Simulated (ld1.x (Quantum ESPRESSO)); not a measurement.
**What the settings do to the TM semilocal potential of In**

Base potential:

indium (In), norm-conserving Troullier–Martins (semilocal form), made with ld1.x (Quantum ESPRESSO) 7.5 (LDA (PZ), scalar-relativistic). Core [Kr], reference 4d10 5s2 5p1. Waves: 5s (bound): rc 1.70 bohr; 4d (bound): rc 1.80 bohr; 5p (bound): rc 2.20 bohr. Local part: the p channel. Core correction: none.

All-electron outer shells of the reference configuration (LDA (PZ), scalar-relativistic, ld1.x):

```
shell  level (eV)  outermost node (bohr)  outermost maximum (bohr)
   4s     -119.46                   0.41                      0.77
   4p      -78.05                   0.42                      0.82
   4d      -18.71                   0.40                      0.94
   5s       -8.49                   1.02                      2.13
   5p       -2.70                   1.14                      2.85
```

Cutoffs, loose and tight: the cutoffs (Ry, on a coarse ladder) from which the occupation-weighted sum of valence levels, in a spherical-Bessel basis at the reference potential, stays within 10 and 1 mRy of its value at 400 Ry. They do not see the model core or the augmentation charge, which bear on the density cutoff. Test errors are all-electron minus pseudo excitation energies from the reference, over the configurations 4d10 5s2 5p0; 4d10 5s1 5p0; 4d10 5s0 5p0; 4d9 5s2 5p1; 4d9 5s0 5p0; 4d9 5s2 5p2; 4d10 5s2 5p0.5 (two spin-polarised tests are not counted in the largest error). A dash means not determined; rows that change the core or the reference have their own tests.

A semilocal file is local in each channel, so a ghost entry of none says nothing of the separable form that plane-wave codes build from it.

```tsv
change	outcome	cutoff, loose	cutoff, tight	bound ghosts	largest test error (meV)
base	generated	70 Ry	110 Ry	none	-88
core correction a·sin(br)/r model core inside 0.66 bohr	generated	70 Ry	110 Ry	none	-123
core correction a·sin(br)/r model core inside 0.90 bohr	generated	70 Ry	110 Ry	none	-123
core correction a·sin(br)/r model core inside 1.02 bohr	generated	70 Ry	110 Ry	none	-123
core correction a·sin(br)/r model core inside 1.24 bohr	generated	70 Ry	110 Ry	none	-120
core correction a·sin(br)/r model core inside 1.36 bohr	generated	70 Ry	110 Ry	none	-117
core correction a·sin(br)/r model core inside 1.56 bohr	generated	70 Ry	110 Ry	none	-107
core correction a·sin(br)/r model core inside 1.74 bohr	generated	70 Ry	110 Ry	none	-97
core correction a·sin(br)/r model core inside 1.92 bohr	generated	70 Ry	110 Ry	none	-93
core correction a·sin(br)/r model core inside 2.00 bohr	generated	70 Ry	110 Ry	none	-91
```
